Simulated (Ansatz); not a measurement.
Vertical ionisation energy (eV) of eight silicon and germanium compounds: PBE beside CAM-B3LYP, computed with Ansatz (a first-principles code) for isolated molecules in the bases named; differences from unrounded values. The eight are the first of their class met in an unordered collection, after screening for sound electronic states; none was chosen by its value. Functionals give these values as differences of separate SCF runs (ΔSCF), EOM-CCSD as a root; each molecule has one DFT geometry for both levels.

```json
[
 {"molecule": "CH3Cl2NSi2, SMILES Cl[Si]1(Cl)N=C[SiH2]1", "basis": "def2-TZVPD", "CAM-B3LYP": "9.31", "PBE": "8.99", "difference": "-0.32"},
 {"molecule": "CH₇NOSi, SMILES C[SiH](N)O", "basis": "def2-SVPD", "CAM-B3LYP": "10.01", "PBE": "9.40", "difference": "-0.61"},
 {"molecule": "C4H12Si2, SMILES C=C(C)[SiH2][SiH2]C", "basis": "def2-SVPD", "CAM-B3LYP": "9.12", "PBE": "…", "difference": "…"},
 {"molecule": "C4H9FSi, SMILES F[C@]1(C[C@@H]1C)[SiH3]", "basis": "def2-SVPD", "CAM-B3LYP": "10.08", "PBE": "9.56", "difference": "-0.52"},
 {"molecule": "C2H10Si4, SMILES [SiH2]([Si@@H]1C=C[SiH2]1)[SiH3]", "basis": "def2-SVPD", "CAM-B3LYP": "9.13", "PBE": "…", "difference": "…"},
 {"molecule": "C3H13NSi2, SMILES C[SiH2]N[C@H](C)[SiH3]", "basis": "def2-SVPD", "CAM-B3LYP": "8.70", "PBE": "8.37", "difference": "-0.34"},
 {"molecule": "F2H5NSi2, SMILES F[SiH](F)N[SiH3]", "basis": "def2-SVPD", "CAM-B3LYP": "10.62", "PBE": "…", "difference": "…"},
 {"molecule": "Si(F)2(vinyl)(OH) (C2H4F2OSi), SMILES C([Si](F)(O)F)=C", "basis": "def2-SVPD", "CAM-B3LYP": "11.02", "PBE": "10.72", "difference": "-0.30"}
]
```

Question: Complete the blanks. (The exact figures need the calculation; the answer reports its results.)

Answer: 
- F2H5NSi2, SMILES F[SiH](F)N[SiH3], PBE: 10.15
- F2H5NSi2, SMILES F[SiH](F)N[SiH3], difference: -0.46
- C4H12Si2, SMILES C=C(C)[SiH2][SiH2]C, PBE: 8.69
- C4H12Si2, SMILES C=C(C)[SiH2][SiH2]C, difference: -0.43
- C2H10Si4, SMILES [SiH2]([Si@@H]1C=C[SiH2]1)[SiH3], PBE: 8.74
- C2H10Si4, SMILES [SiH2]([Si@@H]1C=C[SiH2]1)[SiH3], difference: -0.38

PBE lies below CAM-B3LYP in 8 and above it in 0 of the eight; the mean signed difference is -0.42 and the largest -0.61 eV.
